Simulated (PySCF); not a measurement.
Correlation energy of Zn (zinc, neutral)

[Ar] 3d10 4s2, closed-shell 1S. All numbers are calculated (PySCF 2.14, the non-relativistic Hamiltonian (point nucleus), in def2-QZVPPD). Frozen: [Ar]; 12 electrons correlated.

MP2 pair energies summed by pair of shells (mhartree):

```csv
pair,energy,share (%)
3d-3d,-449.13,85.6
3d-4s,-51.36,9.8
4s-4s,-24.04,4.6
```

Total MP2 correlation energy: -524.54 mhartree.

Same-spin part -185.86 and opposite-spin part -338.68 mhartree; SCS-MP2 scales them by 1/3 and 6/5 to -468.37 mhartree.

MP2 falls well short for the outer s pair, which is nearly degenerate with np².
